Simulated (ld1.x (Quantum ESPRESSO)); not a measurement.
Ge, TM: configuration errors across variants

germanium (Ge), norm-conserving Troullier–Martins (Kleinman–Bylander form), made with ld1.x (Quantum ESPRESSO) 7.5 (PBE, scalar-relativistic). Core [Ne], reference 3s2 3p6 3d10 4s1 4p3. Waves: 3s (bound): rc 0.95 bohr; 3p (bound): rc 0.75 bohr; 3d (bound): rc 1.15 bohr. Local part: the d channel. Core correction: none.

Occupied shells without a wave of their own: 4p, 4s. They enter only through the test configuration that unscreens the potential.

All-electron excitation energies from the reference (eV): (1) 3s2 3p6 3d10 4s2 4p2 -7.972; (2) 3s2 3p6 3d10 4s2 4p1 -0.528; (3) 3s2 3p6 3d10 4s2 4p0 14.911; (4) 3s2 3p6 3d9 4s2 4p3 21.654; (5) 3s2 3p6 3d10 4s1 4p0 49.702; (6) 3s2 3p5 3d10 4s2 4p2 117.710; (7) 3s2 3p6 3d10 4s0 4p0 96.045.

For the base: The 4p, 4s levels have no wave, so the channel is fitted at the deeper level alone: the likely source of the large errors.

4 further variants failed, have other tests or another functional or relativity, and are left out.

The file “base” misses its own reference levels by 1.2 eV. The file “local potential the s channel” misses its own reference levels by 1.6 eV. The file “wave 3p (bound): rc 0.75 bohr becomes 3p (bound): rc 0.96 bohr” misses its own reference levels by 1.2 eV. The file “wave 3d (bound): rc 1.15 bohr becomes 3d (bound): rc 1.60 bohr” misses its own reference levels by 2.1 eV. The file “wave 3s (bound): rc 0.95 bohr becomes 3s (bound): rc 0.74 bohr” misses its own reference levels by 0.4 eV. The file “wave 3p (bound): rc 0.75 bohr becomes 3p (bound): rc 0.46 bohr” misses its own reference levels by 1.2 eV.

Errors AE − PS in meV (a dash: test not solved or not reliable):

| change | (1) | (2) | (3) | (4) | (5) | (6) | (7) | bound ghosts |
| --- | --- | --- | --- | --- | --- | --- | --- | --- |
| base | +1407 | +2124 | +3274 | +2099 | +2627 | +3006 | +1085 | none |
| local potential the s channel | +1281 | +1019 | +565 | +2170 | -1850 | +1742 | -5052 | none |
| wave 3p (bound): rc 0.75 bohr becomes 3p (bound): rc 0.96 bohr | +1398 | +2101 | +3228 | +2093 | +2562 | +2993 | +993 | none |
| wave 3d (bound): rc 1.15 bohr becomes 3d (bound): rc 1.60 bohr | +2654 | +4856 | +8489 | +3781 | +9285 | +6548 | +7228 | none |
| wave 3s (bound): rc 0.95 bohr becomes 3s (bound): rc 0.74 bohr | +35 | +612 | +1549 | -181 | +2615 | +330 | +3752 | none |
| wave 3p (bound): rc 0.75 bohr becomes 3p (bound): rc 0.46 bohr | +1397 | +2109 | +3249 | +2051 | +2618 | +2948 | +1059 | not determined |

Problem. Give the same row for: all radii scaled by about 1.31 (s 1.24, p 0.98, d 1.50 bohr).

Solution. +5497, +7501, +10757, +7022, +7482, +9612, -1302; bound ghosts: not determined.
